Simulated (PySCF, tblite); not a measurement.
Isomers of C5H2ClFO2, one GFN2-xTB conformer each. Single-point energies are computed at PBE0/pcSseg-1 (PySCF, gas phase, no added dispersion term), electronic only.

Problem. Rank them by PBE0/pcSseg-1 energy, lowest first (kcal/mol).
A. `[O:1]=[C:2]([F:3])[c:4]1[cH:5][c:6]([Cl:7])[cH:8][o:9]1` with O1–C2–C4–C5 180°
B. `[O:1]=[C:2]([Cl:3])[c:4]1[cH:5][cH:6][c:7]([F:8])[o:9]1` with O1–C2–C4–C5 0°
C. `[O:1]=[C:2]([F:3])[c:4]1[o:5][cH:6][cH:7][c:8]1[Cl:9]` with O1–C2–C4–O5 180°

Solution. A (0.0), C (0.9), B (5.3).

Neighbours under 2.5 kcal/mol apart (O=C(F)c1cc(Cl)co1 and O=C(F)c1occc1Cl) can change places with a better method, another conformer or zero-point energy. GFN2-xTB itself gives, in the same order: 0.8, 0.0, 2.6. GFN2-xTB puts O=C(F)c1occc1Cl lowest instead; measured from each level's own lowest isomer, the values differ by up to 2.7 kcal/mol (O=C(Cl)c1ccc(F)o1: 2.6 against 5.3).

Problem. Which frontier levels, dipoles and rotational constants go with these structures?

Solution. 
```tsv
SMILES	HOMO (eV, PBE0/pcSseg-1)	LUMO (eV)	dipole (D)	A, B, C (MHz)
O=C(F)c1cc(Cl)co1	-7.75	-2.21	3.15	4059, 718.6, 610.5
O=C(F)c1occc1Cl	-7.76	-2.11	4.77	1877, 1387, 797.5
O=C(Cl)c1ccc(F)o1	-7.67	-2.25	3.76	2876, 931.5, 703.6
```

Problem. What happens when harmonic zero-point energies from GFN2-xTB frequencies are added?

Solution. 
| SMILES | ZPE (kcal/mol) | electronic (kcal/mol) | with ZPE (kcal/mol) |
| --- | --- | --- | --- |
| O=C(F)c1cc(Cl)co1 | 37.8 | 0.0 | 0.0 |
| O=C(F)c1occc1Cl | 37.9 | 0.9 | 1.0 |
| O=C(Cl)c1ccc(F)o1 | 38.0 | 5.3 | 5.4 |

The zero-point energies span 0.2 kcal/mol. The order is unchanged.

Problem. As an exercise, what shares would exp(−E/RT) give at 2000 K from these electronic energies alone (no entropy, no degeneracies)?

Solution. RT = 3.974 kcal/mol: O=C(F)c1cc(Cl)co1 48.5 %, O=C(F)c1occc1Cl 38.6 %, O=C(Cl)c1ccc(F)o1 12.8 %.
